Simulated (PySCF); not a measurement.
## Calculated data, AlFH, H$_{3}$OSi

All values are calculated (PySCF 2.14.0). Calculation on a computer-drawn molecule: optimised geometry and harmonic frequencies of an isolated molecule of the commonest isotopes, restricted reference for singlets and unrestricted otherwise, frozen core in MP2.

Common to all runs: multiplicity 1; method HF.

(1) AlFH

Start structure:
```xyz
3
AlFH
F      0.3552     2.1984    -0.6563
Al    -0.8198     2.6031     0.4306
H     -1.8752     3.0187     1.3607
```

Here we set charge 1 and basis cc-pV(D+d)Z.

It finds rotational constants 15.14, 15.14 GHz; total energy -341.7011 hartree; convergence status largest gradient component 3.795e-06 hartree/bohr.

Drawn bonds:
```csv
atom,other atom,order
1,2,1
2,3,1
```

Optimised structure:
```xyz
3
AlFH
F      0.3505     2.1912    -0.6441
Al    -0.7959     2.6126     0.3928
H     -1.8943     3.0164     1.3863
```

Modes:
```csv
frequency (cm⁻¹),reduced mass (dalton)
401.5,1.192
401.5,1.192
957.1,14.87
2180,1.052
```

(2) H$_{3}$OSi

Start structure:
```xyz
5
H3OSi
O     -0.1815     1.8875    -0.4708
Si    -0.5327     1.9792     1.0133
H     -1.6896     2.8421     1.4121
H      0.5649     2.2891     1.9039
H     -0.9441     0.5770     1.5663
```

Settings of this run: charge -1 and basis aug-cc-pV(D+d)Z.

Drawn bonds:
```csv
atom,other atom,order
1,2,1
2,3,1
2,4,1
2,5,1
```

## Withheld values
1. H$_{3}$OSi (entry 2): rotational constants?
2. Give the missing total energy for H$_{3}$OSi (entry 2).

## Answers
1. 89.96, 15.84, 15.84 GHz
2. -365.5827 hartree

Further results for H$_{3}$OSi (entry 2):

- convergence status largest gradient component: 8.745e-06 hartree/bohr

Optimised structure:
```xyz
5
H3OSi
O     -0.1824     1.9134    -0.5264
Si    -0.5348     1.9149     0.9909
H     -1.6700     2.8335     1.4247
H      0.5766     2.3293     1.9469
H     -0.9724     0.5838     1.5888
```

Modes:
```csv
frequency (cm⁻¹),reduced mass (dalton)
784.8,1.246
784.8,1.246
1029,1.054
1029,1.054
1055,1.509
1142,2.972
2006,1.043
2006,1.043
2116,1.023
```
